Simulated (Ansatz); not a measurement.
Consider the ligand exchange at a Ge–N bond: `OB(Cl)[NH][GeH3]` + `CN[SiH2]O` → `C[N]([GeH3])[SiH2]O` + `NB(O)Cl`.

Program: Ansatz. Geometries: PBE0-D4/def2-TZVP. ΔE: electronic, gas phase. CCSD(T)/CBS is the MP2 limit (def2-TZVPP, def2-QZVPP) plus CCSD(T) − MP2 in def2-TZVPP, frozen cores. DFT in def2-TZVPP. For Ge outer-core shells are correlated without core-valence functions, which leaves a few kJ/mol of doubt a bond. Scalar relativity is left out up to krypton. One conformer a species, not always the lowest.

| level | ΔE (kJ/mol) |
| --- | --- |
| PBE0-D4 | -15.3 |
| ωB97X-V | -13.4 |
| MP2/def2-TZVPP | -16.4 |
| SCS-MP2/def2-TZVPP | -14.6 |
| CCSD/def2-TZVPP | -13.7 |
| CCSD(T)/def2-TZVPP | -14.8 |
| HF/def2-QZVPP | -8.3 |
| CCSD/CBS(def2) | -13.3 |

What does CCSD(T)/CBS give? (An estimate is asked.)

Ansatz gave: -14.4 kJ/mol. The listed levels differ from it by -0.9, 1.0, -2.0, -0.2, 0.7, -0.4, 6.1, 1.1 kJ/mol.

Largest T1 diagnostic among the species: 0.012.

In def2-TZVPP, CCSD(T) changes the Hartree–Fock value by −6.1 kJ/mol (the triples alone add −1.0 kJ/mol) and MP2 by −7.7 kJ/mol. The D4 term adds −3.7 kJ/mol with B3LYP and −2.1 kJ/mol with PBE0; it sums over pairs of atoms, weighted by their polarisabilities, and B3LYP, whose exchange is more repulsive, gets the larger term.

CCSD(T)/CBS has its own doubt, a few kJ/mol and more with outer-core shells, so smaller differences from it don't rank the levels.

B3LYP here is the variant with VWN-RPA as its local correlation; programs differ in this.
